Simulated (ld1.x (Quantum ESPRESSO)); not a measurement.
# Tc, PAW: configuration errors across variants

* Element: Tc (Z = 43)
* Generator: ld1.x (Quantum ESPRESSO) 7.5
* Type: PAW
* Functional: PBE
* Relativity: scalar-relativistic
* Frozen core: [Ar] 3d10
* Valence charge: 15
* Reference configuration: 4s2 4p6 4d5 5s1.75 5p0.25
* Partial waves: 4s (bound): rcut 1.45, rcutus 1.60 bohr; 5s (bound): rcut 1.45, rcutus 1.60 bohr; 4p (bound): rcut 1.55, rcutus 1.85 bohr; 5p (bound): rcut 1.55, rcutus 1.85 bohr; 4d (bound): rcut 1.30, rcutus 1.65 bohr; 4d channel at 0.1 Ry: rcut 1.30, rcutus 1.65 bohr
* Local potential: all-electron potential smoothed inside 1.30 bohr (lloc = -1)
* Core correction: a·sin(br)/r model core, default radius (ld1.x builds one for every PAW set, though the input has nlcc=.false.)
* Augmentation charge: BESSEL, radius 1.20 bohr

All-electron excitation energies from the reference (eV): (1) 4s2 4p6 4d5 5s2 5p0 -0.917; (2) 4s2 4p6 4d5 5s1 5p0 7.236; (3) 4s2 4p6 4d5 5s0 5p0 22.087; (4) 4s2 4p6 4d5 5s0 5p2 6.794; (5) 4s2 4p6 4d3 5s0 5p0 92.828; (6) 4s2 4p6 4d4 5s0 5p0 50.793; (7) 4s2 4p6 4d6 5s0 5p0 5.248.

The default core radius of the base comes out at 0.69 bohr.

The overlap operator is not positive definite (basis up to 400 Ry) in “base”, “local potential all-electron potential smoothed inside 1.58 bohr (lloc = -1)”, “local potential all-electron potential smoothed inside 1.40 bohr (lloc = -1)”, “augmentation BESSEL, radius 1.10 bohr”, “waves 4d (bound): rcut 1.30, rcutus 2.40 bohr; 4d channel at 0.1 Ry: rcut 1.30, rcutus 2.40 bohr”, “waves 4s (bound): rcut 1.45, rcutus 2.24 bohr; 5s (bound): rcut 1.45, rcutus 2.24 bohr”, “core correction a·sin(br)/r model core inside 1.42 bohr”, “wave 4d channel at 0.1 Ry: rcut 1.30, rcutus 1.65 bohr becomes 4d channel at 3.98 Ry: rcut 1.30, rcutus 1.65 bohr”. Such files are unfit for use, however small their errors in these radial tests.

3 further variants failed, have other tests or another functional or relativity, and are left out.

A true bound ghost makes a file unfit for plane-wave use even where its test errors are small: the radial tests pick states by their node count and pass the ghost by.

Errors AE − PS in meV (a dash: test not solved or not reliable):

```csv
change,(1),(2),(3),(4),(5),(6),(7),bound ghosts
base,+0.2,-1.2,-3.2,+0.3,+0.3,-3.2,-2.2,not determined (overlap not positive)
local potential all-electron potential smoothed inside 1.58 bohr (lloc = -1),+0.1,-1.3,-3.7,+0.3,+7.9,-1.9,-2.7,not determined (overlap not positive)
local potential all-electron potential smoothed inside 1.40 bohr (lloc = -1),+0.3,-0.8,-2.7,+1.1,-1.0,-3.0,-1.4,not determined (overlap not positive)
"augmentation BESSEL, radius 1.10 bohr",+0.1,-1.2,-3.3,+3.0,+22,-2.8,-2.5,not determined (overlap not positive)
"waves 4d (bound): rcut 1.30, rcutus 2.40 bohr; 4d channel at 0.1 Ry: rcut 1.30, rcutus 2.40 bohr",+0.1,-1.6,-5.0,-0.6,-65,-11,-14,"d (s, p not tested, overlap not positive)"
"waves 4s (bound): rcut 1.45, rcutus 2.24 bohr; 5s (bound): rcut 1.45, rcutus 2.24 bohr",+0.2,-0.1,-2.6,-0.8,–,–,–,not determined (overlap not positive)
core correction a·sin(br)/r model core inside 1.42 bohr,+0.2,-1.2,-3.3,+0.2,+0.4,-3.2,-2.3,not determined (overlap not positive)
"wave 4d channel at 0.1 Ry: rcut 1.30, rcutus 1.65 bohr becomes 4d channel at 3.98 Ry: rcut 1.30, rcutus 1.65 bohr",+0.2,-1.1,-3.2,+0.1,+0.4,-3.5,-2.3,not determined (overlap not positive)
```

Problem. Give the same row for: all radii but the core radius scaled by about 1.13 (s 1.80, p 2.08, d 1.86 bohr, rcut 1.64/1.76/1.46); local potential all-electron potential smoothed inside 1.46 bohr (lloc = -1); augmentation BESSEL, radius 1.36 bohr.

Solution. +0.2, -1.1, -1.7, +4.8, +70, +8.1, +7.8; bound ghosts: not determined (overlap not positive). Its overlap operator is not positive definite in a basis up to 400 Ry (lowest eigenvalue p -0.31), so the file is unfit for use: the generalised eigenproblem breaks down once the basis is large enough, and its test numbers describe a broken file.
